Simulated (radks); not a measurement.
Q: Zn3+, 27 electrons, occupied as [Ar] 3d9. Calculated with a radial shooting solver on a logarithmic mesh with Libxc functionals: scalar-relativistic Kohn-Sham, PBE, spin-polarised, spherical densities, point nucleus; open shells are filled with parallel spins first. Some entries of the table are withheld. Estimate them.

orbital  occ.  eigenvalue (hartree)  <r^2> (bohr^2)  r(max) (bohr)
1s down     1             -351.6277        0.003405        0.03291
1s up       1             -351.6277        0.003405        0.03291
2s up       1             -44.14382         0.06038         0.1893
2s down     1             -44.11903         0.06033         0.1892
2p up       3             -38.46985         0.04822         0.1521
2p down     3             -38.45128         0.04818         0.1521
3s up       1              -6.30890             (1)         0.5872
3s down     1              -6.26296             (2)         0.5874
3p up       3              -4.61752          0.5867            (3)
3p down     3              -4.57238          0.5887            (4)
3d up       5              -1.88441          0.8524            (5)
3d down     4              -1.84135          0.8676            (6)

A: 
(1) 3s up <r^2> (bohr^2): 0.5293
(2) 3s down <r^2> (bohr^2): 0.5304
(3) 3p up r(max) (bohr): 0.5907
(4) 3p down r(max) (bohr): 0.5911
(5) 3d up r(max) (bohr): 0.5586
(6) 3d down r(max) (bohr): 0.5601
